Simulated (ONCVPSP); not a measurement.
# What one change does to a pseudopotential (Si, ONCV)

```json
{"Element": "Si (Z = 14)", "Generator": "ONCVPSP 4.0.1", "Type": "optimised norm-conserving Vanderbilt (ONCV)", "Functional": "PW91", "Relativity": "scalar-relativistic", "Frozen core": "[Ne]", "Valence charge": "4", "Reference configuration": "3s2 3p1 (charge +1)", "Partial waves": "3s: rc 1.50 bohr, ncon 4, nbas 8, qcut 3.9 1/bohr, 2 projectors, debl 2.3 Ha; 3p: rc 1.55 bohr, ncon 4, nbas 9, qcut 4.8 1/bohr, 2 projectors, debl 3.9 Ha", "Local potential": "polynomial inside 1.25 bohr (lpopt 4, dvloc0 0 Ha)", "Core correction": "Teter function, fcfact 4.25, rcfact 1.8"}
```

Change: s: debl 0.15. In the s channel the program set the typed energies aside and used -0.702, 0.250 Ha.

Cutoffs: the cutoffs (Ha) at which the residual kinetic energy of the hardest occupied pseudo-wave falls to 1 and 0.1 mHa per electron; they do not see the model core or the augmentation charge, which bear on the density cutoff. Errors are all-electron minus pseudo energies relative to the spin-unpolarised reference configuration.

Q: Predict the effect on cutoff, ghosts and configuration errors.

A: The potential gets neither clearly harder nor softer (7.8 Ha and 27 Ha → 7.8 Ha and 27 Ha); the errors of the 4 common tests hardly move; the range in which the s phases agree narrows (upper end 3.7 → 2.6); neither file shows a bound ghost.

| quantity | base | changed |
| --- | --- | --- |
| cutoff, loose | 7.8 Ha | 7.8 Ha |
| cutoff, tight | 27 Ha | 27 Ha |
| bound ghosts | none | none |
| GHOST(+) flags under 300 eV | s at 129.5 eV | s at 86.6 eV |
| error for 3s2 3p2, meV [ΔE -7.78 eV] | -7.4 | -7.5 |
| error for 3s2 3p0, meV [ΔE 16.05 eV] | -41 | -41 |
| error for 3s1 3p0, meV [ΔE 50.10 eV] | -324 | -324 |
| error for 3s0 3p4, meV [ΔE 6.02 eV] | -27 | -27 |
| s: phases at 1.52 bohr within 0.05 rad from the reference energy up to (Ha; the scan ends near 5) | 3.7 | 2.6 |
| p: phases at 1.58 bohr within 0.05 rad from the reference energy up to (Ha; the scan ends near 5) | to the end of the scan | to the end of the scan |
| rms error of d²Exc/dni dnj with the model core, mHa | 5.94 | 5.94 |

Changed file: The cutoffs count occupied waves only; projector 2 of the s channel, the hardest unoccupied one, needs 27 Ha at the loose tolerance.
